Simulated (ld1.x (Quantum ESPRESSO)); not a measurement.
# Before and after: PAW potential for Kr (Z = 36)

* Element: Kr (Z = 36)
* Generator: ld1.x (Quantum ESPRESSO) 7.5
* Type: PAW
* Functional: BP86
* Relativity: scalar-relativistic
* Frozen core: [Ar] 3d10
* Valence charge: 8
* Reference configuration: 4s2 4p6
* Partial waves: 4s (bound): rcut 1.10, rcutus 1.20 bohr; 4s channel at -1.3 Ry: rcut 1.10, rcutus 1.20 bohr; 4p (bound): rcut 1.20, rcutus 1.65 bohr; 4p channel at 2.5 Ry: rcut 1.20, rcutus 1.65 bohr
* Local potential: all-electron potential smoothed inside 1.60 bohr (lloc = -2)
* Core correction: a·sin(br)/r model core inside 1.15 bohr
* Augmentation charge: PSQ, inside the norm-conserving radii

Change: wave 4s channel at -1.3 Ry: rcut 1.10, rcutus 1.20 bohr becomes 4s channel at 4.05 Ry: rcut 1.10, rcutus 1.20 bohr.

Cutoffs: the cutoffs (Ry, on a coarse ladder) from which the occupation-weighted sum of valence levels, in a spherical-Bessel basis at the reference potential, stays within 10 and 1 mRy of its value at 400 Ry; they do not see the model core or the augmentation charge, which bear on the density cutoff. Errors are all-electron minus pseudo energies relative to the spin-unpolarised reference configuration.

**Question.** What does the change do?

**Answer.** The potential gets neither clearly harder nor softer (30 Ry and 55 Ry → 30 Ry and 55 Ry); a bound ghost appears in s, which as a rule spoils a file; the number of tests with a reliable result goes from 6 to 0 (the test run of the changed file stopped, so its transferability is not established).

| quantity | base | changed |
| --- | --- | --- |
| cutoff, loose | 30 Ry | 30 Ry |
| cutoff, tight | 55 Ry | 55 Ry |
| bound ghosts | none | s |
| tests with a reliable result | 6 of 6 | 0 of 6 (the test run stopped) |
| s: phases at 1.79 bohr within 0.05 rad from the reference energy up to (Ry; the scan ends near 5) | to the end of the scan | to the end of the scan |
| p: phases at 1.79 bohr within 0.05 rad from the reference energy up to (Ry; the scan ends near 5) | to the end of the scan | to the end of the scan |
| lowest overlap eigenvalue by channel | s 0.72, p 0.63 | s 0.76, p 0.63 |

 A true bound ghost makes a file unfit for plane-wave use even where its test errors are small: the radial tests pick states by their node count and pass the ghost by.
